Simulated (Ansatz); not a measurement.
CH₅AlFNSi, SMILES `F[C@H]1N[Si@@H]1[AlH2]`, relaxed with RKS PBE0-D4/def2-TZVP in the Gaussian-basis code of Ansatz from a PBE-D4/def2-SVP geometry. The force threshold is 0.005 eV/Å; the program also tests the step.

Total charge 0; spin multiplicity 1.

Start:

```xyz
10

F    -2.479    1.188    0.371
C    -1.206    0.707    0.590
N    -1.119   -0.663    0.910
Si   -0.354   -0.440   -0.707
Al    2.047   -0.187   -0.789
H    -0.633    1.456    1.176
H    -0.667   -0.948    1.785
H    -1.239   -0.989   -1.790
H     2.897   -0.349   -2.137
H     2.752    0.224    0.592
```

```json
{"step": "1", "energy (eV)": "-19789.0595", "largest force (eV/Å)": "0.864", "largest move (Å)": "0.000"}
{"step": "2", "energy (eV)": "-19789.1021", "largest force (eV/Å)": "0.567", "largest move (Å)": "0.031"}
{"step": "3", "energy (eV)": "-19789.1142", "largest force (eV/Å)": "0.129", "largest move (Å)": "0.027"}
{"step": "4", "energy (eV)": "-19789.1161", "largest force (eV/Å)": "0.102", "largest move (Å)": "0.023"}
{"step": "5", "energy (eV)": "-19789.1170", "largest force (eV/Å)": "0.055", "largest move (Å)": "0.009"}
{"step": "6", "energy (eV)": "-19789.1173", "largest force (eV/Å)": "0.111", "largest move (Å)": "0.033"}
{"step": "7", "energy (eV)": "-19789.1180", "largest force (eV/Å)": "0.045", "largest move (Å)": "0.011"}
{"step": "8", "energy (eV)": "-19789.1181", "largest force (eV/Å)": "0.020", "largest move (Å)": "0.011"}
{"step": "9", "energy (eV)": "-19789.1182", "largest force (eV/Å)": "0.012", "largest move (Å)": "0.007"}
{"step": "10", "energy (eV)": "-19789.1182", "largest force (eV/Å)": "0.006", "largest move (Å)": "0.005"}
{"step": "11", "energy (eV)": "-19789.1182", "largest force (eV/Å)": "0.003", "largest move (Å)": "0.003"}
```

End:

```xyz
10

F    -2.486    1.171    0.367
C    -1.209    0.711    0.571
N    -1.121   -0.659    0.902
Si   -0.348   -0.424   -0.655
Al    2.067   -0.181   -0.793
H    -0.671    1.437    1.180
H    -0.741   -0.938    1.793
H    -1.175   -0.972   -1.760
H     2.863   -0.348   -2.155
H     2.821    0.203    0.550
```

Hardware: 4 threads of a server CPU on a shared host. Wall time 49 s, peak host memory 0.49 GiB.
